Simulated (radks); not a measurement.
Ir3+, 74 electrons, occupied as [Kr] 4d10 4f14 5s2 5p5.75 5d6 6p0.25 (fractional occupations, a model configuration). Method: Dirac Kohn-Sham, PBE, spin-unpolarised, spherical densities, finite nucleus; open shells fill j = l - 1/2 first; Fermi nuclear charge, rms radius 5.4032 fm; computed with a radial shooting solver on a logarithmic mesh with Libxc functionals.

Spin-orbit splittings of the eigenvalues, e(l+1/2) - e(l-1/2), with zeta = 2 splitting/(2l+1) and mean radii in bohr:

[
 {"shell": "2p", "occ.": "6", "splitting (eV)": "1627", "zeta (eV)": "1085", "<r> j=l-1/2": "0.06017", "<r> j=l+1/2": "0.06848"},
 {"shell": "3p", "occ.": "6", "splitting (eV)": "356.4", "zeta (eV)": "237.6", "<r> j=l-1/2": "0.1801", "<r> j=l+1/2": "0.1954"},
 {"shell": "3d", "occ.": "10", "splitting (eV)": "77.01", "zeta (eV)": "30.81", "<r> j=l-1/2": "0.1705", "<r> j=l+1/2": "0.1752"},
 {"shell": "4p", "occ.": "6", "splitting (eV)": "84.28", "zeta (eV)": "56.19", "<r> j=l-1/2": "0.4267", "<r> j=l+1/2": "0.4603"},
 {"shell": "4d", "occ.": "10", "splitting (eV)": "15.65", "zeta (eV)": "6.259", "<r> j=l-1/2": "0.4718", "<r> j=l+1/2": "0.4831"},
 {"shell": "4f", "occ.": "14", "splitting (eV)": "3.123", "zeta (eV)": "0.8924", "<r> j=l-1/2": "0.5307", "<r> j=l+1/2": "0.5383"},
 {"shell": "5p", "occ.": "5.75", "splitting (eV)": "13.81", "zeta (eV)": "9.207", "<r> j=l-1/2": "1.057", "<r> j=l+1/2": "1.151"},
 {"shell": "5d", "occ.": "6", "splitting (eV)": "1.480", "zeta (eV)": "0.5918", "<r> j=l-1/2": "1.508", "<r> j=l+1/2": "1.552"},
 {"shell": "5f", "occ.": "0", "splitting (eV)": "0.02065", "zeta (eV)": "0.005901", "<r> j=l-1/2": "4.060", "<r> j=l+1/2": "4.075"},
 {"shell": "6p", "occ.": "0.25", "splitting (eV)": "1.890", "zeta (eV)": "1.260", "<r> j=l-1/2": "2.759", "<r> j=l+1/2": "2.963"}
]
